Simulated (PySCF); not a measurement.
**Multinuclear NMR of C6H11FOSi**

Atoms are numbered as in `[CH2:1]=[C:2]([CH3:3])[SiH2:4][C@H:5]([F:6])[C:7]([CH3:8])=[O:9]` (H(Xn): hydrogen on atom n). Ha(C1) is cis to C3; Ha(Si4) is pro-R; Hb(Si4) is pro-S; Hb(C1) is trans to C3.

Theoretical values (PySCF): σ from GIAO-PBE0/pcSseg-1, geometry: GFN2-xTB. Gas phase, one averaged value for each set of equivalent atoms, no relativistic terms, a single conformation.

(1) Predict the $^{19}$F NMR data.

(2) Predict the $^{29}$Si NMR data.

(3) What are the $^{17}$O shifts?

Answers

(1) 
| atoms | environment | σ (ppm) | δ (ppm) |
| --- | --- | --- | --- |
| F6 | fluorine on an sp3 carbon | 421.4 | -219.6 |

Shieldings were converted by a linear fit to measured shifts: $^{19}$F: δ = 146.13 − 0.903σ +14.6 on sp3 carbon (rms 6.0 ppm, 223 shifts, 7.0 ppm with the 5 outliers that the fit left out vs CFCl3, solution or neat liquid). A few per cent of atoms miss by over 2 rms, more outside the fitted compound classes.

On a 300 MHz spectrometer $^{19}$F resonates near 282.3 MHz, so 1 ppm is 282.3 Hz.

(2) 
| atoms | environment | σ (ppm) | δ (ppm) |
| --- | --- | --- | --- |
| Si4 | silicon bonded to 2 C, 2 H | 384.4 | -36.0 |

Shieldings were converted by a linear fit to measured shifts: $^{29}$Si: δ = 279.94 − 0.822σ (rms 8.9 ppm, 72 shifts, 25.8 ppm with the 6 outliers that the fit left out vs TMS, solution or neat liquid). Occasional misses reach two or three times the rms, and more in compound classes unlike the fitted ones.

On a 500 MHz spectrometer $^{29}$Si resonates near 99.3 MHz, so 1 ppm is 99.3 Hz.

(3) 
| atoms | environment | σ (ppm) | δ (ppm) |
| --- | --- | --- | --- |
| O9 | ketone oxygen | -305.1 | 544.6 |

Shieldings were converted by a linear fit to measured shifts: $^{17}$O: δ = 266.70 − 0.911σ (rms 10.7 ppm, 155 shifts, 12.2 ppm with the 3 outliers that the fit left out vs liquid water, solution or neat liquid). A few per cent of atoms miss by over 2 rms, more outside the fitted compound classes.

On a 400 MHz spectrometer $^{17}$O resonates near 54.2 MHz, so 1 ppm is 54.2 Hz.
